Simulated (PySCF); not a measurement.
## Two-component Hartree-Fock for Br¹⁹⁺ (bromine, charge +19)

Start: [Ne] 3s2 3p4; 3p1/2 filled at m_j = -1/2, +1/2; 3p3/2 filled at m_j = +1/2, +3/2. Calculated with PySCF 2.14 in an uncontracted even-tempered set (19 s from 2.1 bohr⁻², ratio 2.4; 13 p from 2.7 bohr⁻², ratio 2.4; 5 d from 12 bohr⁻², ratio 2.6; 4 f from 18 bohr⁻², ratio 2.6): generalised Hartree-Fock with the X2C-1e Hamiltonian and a Gaussian nucleus; one run each with spin-orbit coupling (SO) switched off, then screened by Boettger's factors.

```json
{"spinor shell": "1s1/2", "electrons": "2", "ε, spin-free (eV)": "-14319.2", "ε, screened SO (eV)": "-14318.3", "weight of nominal j (screened SO)": "1.000", "rms radius, screened SO (bohr)": "0.0492"}
{"spinor shell": "2s1/2", "electrons": "2", "ε, spin-free (eV)": "-2571.4", "ε, screened SO (eV)": "-2570.9", "weight of nominal j (screened SO)": "1.000", "rms radius, screened SO (bohr)": "0.202"}
{"spinor shell": "2p1/2", "electrons": "2", "ε, spin-free (eV)": "-2353.2", "ε, screened SO (eV)": "-2387.7", "weight of nominal j (screened SO)": "0.999", "rms radius, screened SO (bohr)": "0.178"}
{"spinor shell": "3s1/2", "electrons": "2", "ε, spin-free (eV)": "-883.66", "ε, screened SO (eV)": "-883.49", "weight of nominal j (screened SO)": "1.000", "rms radius, screened SO (bohr)": "0.513"}
{"spinor shell": "3p1/2", "electrons": "2", "ε, spin-free (eV)": "-815.79", "ε, screened SO (eV)": "-821.74", "weight of nominal j (screened SO)": "0.837", "rms radius, screened SO (bohr)": "0.505"}
{"spinor shell": "3p3/2", "electrons": "2", "ε, spin-free (eV)": "-815.79", "ε, screened SO (eV)": "-811.99", "weight of nominal j (screened SO)": "0.861", "rms radius, screened SO (bohr)": "0.510"}
```

**Question.** Where does 2p3/2 lie, and what is the 2p spin-orbit splitting (screened SO)?

**Answer.** At -2336.1 eV, 51.640 eV above 2p1/2.

```tsv
quantity	spin-free	screened SO
E (hartree)	-2399.68754	-2400.02527
M_J	2	2
⟨J²⟩	6.002	6.004
⟨L²⟩	2.001	2.594
⟨S²⟩	2.000	1.707
```

Each row is a mean over spinors that exchange with the open shell spreads, by up to 19.229 eV (3s1/2).

Rows whose weight is well below 1 are mixtures of j = l ± 1/2: exchange outweighs spin-orbit coupling there, and the label is only the starting occupation.

Without spin-orbit coupling the j labels of p, d and f shells carry no meaning; the spin-free column gives the mean over the occupied spinors of each nl shell.
